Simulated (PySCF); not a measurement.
C5H6BF, SMILES C#CC(=C)B(C)F.

Geometry optimised at PBE0-D3(BJ)/def2-SVP. The structure was generated by enumeration, and PubChem lists no compound with its InChIKey, so it may never have been made. The values are those of a single conformer.

Vertical ionisation energy (IE) and electron affinity (EA) in eV. Rows of orbital energies are one-electron estimates. Where ΔSCF, EOM or ADC give a negative EA the extra electron is unbound and the value depends on the basis.

```csv
level,IE,EA
"−ε(HOMO), −ε(LUMO), PBE0/def2-TZVP (PySCF)",7.30,1.82
"−ε(HOMO), −ε(LUMO), PBE/def2-TZVP (PySCF)",?,?
```

Task: Some entries are withheld; supply them. (An estimate is asked for; the answer gives what the named calculation found.)

Result: 
- −ε(HOMO), −ε(LUMO), PBE/def2-TZVP (PySCF), IE: 6.27
- −ε(HOMO), −ε(LUMO), PBE/def2-TZVP (PySCF), EA: 2.74
